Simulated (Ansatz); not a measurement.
`COB([SiH3])I` and `COB[SiH3]` differ in one atom or group.

Ansatz, PBE0-D4/def2-TZVP geometries, multiplicity 1. Each molecule was computed in one conformer, which needn't be the lowest.

Elements past krypton have def2 core potentials.

```
                                      property  `COB([SiH3])I`
             HOMO energy (PBE/def2-TZVPP) / eV           -6.17
           HOMO–LUMO gap (PBE/def2-TZVPP) / eV            3.96
         HOMO energy (ωB97M-V/def2-TZVPP) / eV           -9.37
         HOMO–LUMO gap (B3LYP/def2-TZVPP) / eV            5.53
       HOMO–LUMO gap (ωB97M-V/def2-TZVPP) / eV            9.95
size of the dipole moment (PBE/def2-TZVPP) / D            2.83
```

**Question.** Give the same properties after the change, and the shifts. (An estimate is asked.)

**Answer.** Computed: 
```csv
property,`COB[SiH3]`,shift
HOMO energy (PBE/def2-TZVPP) / eV,-6.49,-0.32
HOMO–LUMO gap (PBE/def2-TZVPP) / eV,4.56,0.60
HOMO energy (ωB97M-V/def2-TZVPP) / eV,-9.92,-0.55
HOMO–LUMO gap (B3LYP/def2-TZVPP) / eV,6.38,0.85
HOMO–LUMO gap (ωB97M-V/def2-TZVPP) / eV,10.87,0.92
size of the dipole moment (PBE/def2-TZVPP) / D,2.39,-0.44
```

With PBE0 the HOMO falls by 0.48 eV and the LUMO rises by 0.37 eV, so the gap widens by about 0.85 eV. PBE moves the HOMO by -0.32 eV and ωB97M-V by -0.55 eV. Dipoles are sizes alone; their direction can turn.

B3LYP here is the variant with VWN-RPA as its local correlation; programs differ in this.

Spin–orbit coupling is left out; it splits and shifts lone-pair levels of the heavy atoms by tenths of an eV.
